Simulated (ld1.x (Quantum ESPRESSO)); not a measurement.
## Cl (Z = 17): variants of one PAW potential

Base potential:

ld1.x (Quantum ESPRESSO) 7.5 input, shortened:

```
&input
   title='Cl', zed=17., rel=1, dft='PBE', iswitch=3,
   config='[Ne] 3s2 3p3'
 /
 &inputp
   pseudotype=3, lpaw=.true., tm=.true., lloc=-2, rcloc=0.85,
   nlcc=.true., new_core_ps=.true., rcore=0.95,
   which_augfun='PSQ', rmatch_augfun_nc=.true.
 /
4
3S  1  0   2.00   0.00  1.25  1.35  0.0
3S  1  0   0.00  -0.05  1.25  1.35  0.0
3P  2  1   3.00   0.00  0.80  1.00  0.0
3P  2  1   0.00  -1.30  0.80  1.00  0.0
 &test
   configts(1)='3s2 3p3'
 /
```

All-electron outer shells of the reference configuration (PBE, scalar-relativistic, ld1.x):

```tsv
shell	level (eV)	outermost node (bohr)	outermost maximum (bohr)
3s	-44.92	0.55	1.24
3p	-31.68	0.53	1.36
```

Cutoffs, loose and tight: the cutoffs (Ry, on a coarse ladder) from which the occupation-weighted sum of valence levels, in a spherical-Bessel basis at the reference potential, stays within 10 and 1 mRy of its value at 400 Ry. They do not see the model core or the augmentation charge, which bear on the density cutoff. Test errors are all-electron minus pseudo excitation energies from the reference, over the configurations 3s2 3p5; 3s2 3p4; 3s2 3p2; 3s2 3p1; 3s1 3p6; 3s2 3p4.5; 3s2 3p5.3. A dash means not determined; rows that change the core or the reference have their own tests.

A true bound ghost makes a file unfit for plane-wave use even where its test errors are small: the radial tests pick states by their node count and pass the ghost by.

| change | outcome | cutoff, loose | cutoff, tight | bound ghosts | largest test error (meV) |
| --- | --- | --- | --- | --- | --- |
| base | generated | 55 Ry | 70 Ry | p | -43 |
| wave 3s channel at -0.05 Ry: rcut 1.25, rcutus 1.35 bohr becomes 3s channel at -2.03 Ry: rcut 1.25, rcutus 1.35 bohr | generated | 55 Ry | 70 Ry | p | -43 |
| core correction Bessel-smoothed model core inside 0.40 bohr | generated | 55 Ry | 70 Ry | p | -43 |
| local potential all-electron potential smoothed inside 0.75 bohr (lloc = -1) | generated | 55 Ry | 70 Ry | p | -41 |
| local potential all-electron potential smoothed inside 1.42 bohr (lloc = -2) | generated | 55 Ry | 70 Ry | p | -52 |
| waves 3s (bound): rcut 1.25, rcutus 1.96 bohr; 3s channel at -0.05 Ry: rcut 1.25, rcutus 1.96 bohr | generated | 55 Ry | 70 Ry | p | -21 |
| waves 3p (bound): rcut 0.80, rcutus 0.98 bohr; 3p channel at -1.3 Ry: rcut 0.80, rcutus 0.98 bohr | generated | 55 Ry | 70 Ry | p | -43 |
| type RRKJ; waves now 3s (bound): rc 1.35 bohr; 3p (bound): rc 1.00 bohr; local potential all-electron potential smoothed inside 1.25 bohr (lloc = -1); rho0 0.01 | generated | 120 Ry | 140 Ry | none | +81 |
| type TM; waves now 3p (bound): rc 1.00 bohr; 3s (bound): rc 1.35 bohr; local potential the s channel | generated | 120 Ry | 200 Ry | none | +73 |

Q: What comes out with this change to the base: all radii but the core radius scaled by about 1.21 (s 1.64, p 1.20 bohr, rcut 1.52/0.96); local potential all-electron potential smoothed inside 1.02 bohr (lloc = -2)?

A: outcome: generated; cutoff, loose: 15 Ry; cutoff, tight: 35 Ry; bound ghosts: none; largest test error (meV): -38.

Q: What comes out with this change to the base: local potential all-electron potential smoothed inside 1.08 bohr (lloc = -2)?

A: outcome: generated; cutoff, loose: 80 Ry; cutoff, tight: 140 Ry; bound ghosts: p; largest test error (meV): -44.
